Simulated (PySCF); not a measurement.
**Computed properties of CdI, SMILES [Cd+][I], charge +1**

CdI, SMILES [I][Cd+], charge +1. The structure is a stationary point at r2SCAN-D4/def2-TZVP. The multiplicity is an assumed one; other spin states were not compared. The def2 effective core potentials stand for the cores of Cd, I; spin–orbit coupling is left out. Other conformers were not sampled. All values are computed for the isolated molecule unless a solvent is named; none is compared with measurement here.

**Structure.** The optimised structure has C∞v symmetry. All 1 harmonic modes at r2SCAN-D4/def2-TZVP (PySCF) are real, so it is a minimum.

**Vibrations.** The strongest infrared lines (harmonic, unscaled, degenerate partners summed) lie at 218 cm⁻¹ (3 km/mol, Cd 53 %, I 47 %). The softest mode is at 218 cm⁻¹ and the zero-point energy is 0.3 kcal/mol.

**Electronic structure.** HF/def2-TZVPD (PySCF) places the frontier levels at -14.89 and -7.07 eV, a gap of 7.82 eV and a mean polarisability of 56.2 bohr³. PBE/def2-TZVPD (PySCF) at the same geometry gives -11.90 and -10.92 eV, so its gap is 6.84 eV narrower. An orbital gap is neither the optical nor the fundamental gap.

**Excitations.** TDA-M06-2X/def2-TZVPD (PySCF) has S1 at 1.76 eV (703 nm, f = 0.006, weak); the most intense of the 10 singlets computed lies at 7.06 eV (f = 1.06). Strengths of degenerate partners are summed. T1 (TDA) is at 1.41 eV, 0.35 eV under S1. TDA-PBE/def2-TZVPD (PySCF) puts S1 at 1.21 eV.
